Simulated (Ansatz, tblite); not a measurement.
Forces on Hg4O5 at its B3LYP-D4/def2-SVP geometry. The state is a singlet with charge 0.

In the def2 sets Hg takes a core potential; there is no spin–orbit coupling. The xTB rows come from tblite. The structure holds 2 bonds between oxygen atoms, so isomers without such links may lie far lower. The structure comes from a short search, and lower isomers may exist.

GFN1-xTB (tblite), largest force 1.42 eV/Å:

```xyz
9
positions Å, forces eV/Å
Hg    1.041   -1.274    0.710    0.520   -0.739    0.430
Hg   -0.617   -0.500   -1.712    0.351   -0.436   -0.183
Hg    0.007    1.560    1.068    0.475   -0.043    0.353
Hg    2.758   -3.660    2.081   -0.372    0.520   -0.298
O    -1.556    1.298   -2.074   -0.319    0.165    1.371
O     1.149    0.234    2.098   -0.438   -0.006   -0.768
O    -2.073    1.798   -0.864    0.685    0.880   -0.823
O     0.435   -2.110   -1.061   -0.191    0.800    0.318
O    -1.144    2.654   -0.245   -0.711   -1.141   -0.400
```

GFN2-xTB (tblite), largest force 1.50 eV/Å:

```
Hg 0.417 -0.572 0.331
Hg 0.250 -0.543 -0.315
Hg 0.440 0.066 0.514
Hg -0.275 0.382 -0.220
O -0.473 0.383 1.375
O -0.375 -0.059 -0.676
O 1.068 0.704 -0.775
O -0.147 0.685 0.328
O -0.904 -1.046 -0.562
```

PBE-D4/def2-TZVP (Ansatz), largest force 0.44 eV/Å:

```
Hg -0.110 0.158 -0.078
Hg 0.143 -0.021 0.203
Hg 0.094 -0.238 -0.070
Hg -0.069 0.096 -0.055
O -0.031 -0.057 -0.429
O 0.133 -0.019 0.252
O -0.320 -0.045 0.097
O 0.059 -0.272 -0.089
O 0.101 0.398 0.168
```
